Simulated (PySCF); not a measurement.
# A failing input for RbNa⁺

```python
from pyscf import gto, scf, mp

mol = gto.M(
    atom='Rb 0 0 0; Na 0 0 3.735',
    basis='sto-3g',
    charge=1,
    spin=1,
    symmetry=True,
    verbose=4,
)
mf = scf.UHF(mol)
mf.max_cycle = 2
mf.kernel()
mp.MP2(mf, frozen=10).kernel()
mf.dip_moment()
print('orbital energies (hartree):', [e[max(0, n-3):n+3].round(4) for e, n in zip(mf.mo_energy, mol.nelec)])
```

```bash
$ python input.py
```

The log, shortened:

```
[earlier lines left out]
SCF conv_tol_grad = None
SCF max_cycles = 2
direct_scf = True
direct_scf_tol = 1e-13
number electrons alpha = 24  beta = 23
Freeze 0 electrons in irreps []
    47 free electrons in irreps A1 E1x E1y E2x E2y
Set gradient conv threshold to 3.16228e-05
init E= -3062.62756282624

cycle= 1 E= -3067.3849045827  delta_E= -4.76  |g|= 0.215  |ddm|=  1.7
cycle= 2 E= -3067.4121858149  delta_E= -0.0273  |g|= 0.0317  |ddm|= 0.43
SCF not converged.
SCF energy = -3067.4121858149 after 2 cycles  <S^2> = 0.75048123  2S+1 = 2.0004812

******** <class 'pyscf.mp.ump2.UMP2'> ********
nocc = (np.int64(14), np.int64(13)), nmo = (21, 21)
frozen orbitals 10
Init E(MP2) = -0.0559675126457138
cycle = 1  E_corr(MP2) = -0.0558818403922521  dE = 8.56722535e-05  norm(t2) = 0.00226816
cycle = 2  E_corr(MP2) = -0.0558907693864698  dE = -8.92899422e-06  norm(t2) = 4.13467e-05
cycle = 3  E_corr(MP2) = -0.055890827103763  dE = -5.77172932e-08  norm(t2) = 9.36369e-07
E(UMP2) = -3067.46807664201  E_corr = -0.055890827103763
E(SCS-UMP2) = -3067.4661126017  E_corr = -0.0539267867947667
E_corr(same-spin) = -0.0151640835343257
E_corr(oppo-spin) = -0.0407267435694373

WARN: System has nonzero charge 1; the dipole moment is origin-dependent.
Location of origin: [0. 0. 0.]

Dipole moment(X, Y, Z, Debye):  0.00000,  0.00000, 14.25736
orbital energies (hartree): [array([-0.8011, -0.8011, -0.106 ,  0.1393,  0.3706,  0.4199]), array([-0.7907, -0.7866, -0.7866,  0.131 ,  0.2108,  0.4068])]
```

Question: Which setting is at fault, why, and what does a mended input give?

Answer: The cycle limit (2): the limit is below the number of cycles that the SCF needs. With this edit
```diff
- mf.max_cycle = 2
```
the run finishes: E(SCF) = -3067.413023 Eh, 9 cycles, E(MP2) − E(SCF) = -0.05633 Eh, ⟨S²⟩ = 0.751.

No relativity is included for the heavy element. The basis is very small, so the numbers show the basis as much as the system. The bond length is a typed value, not an optimised one. The dipole of an ion depends on the origin. No search for the lowest solution was made.
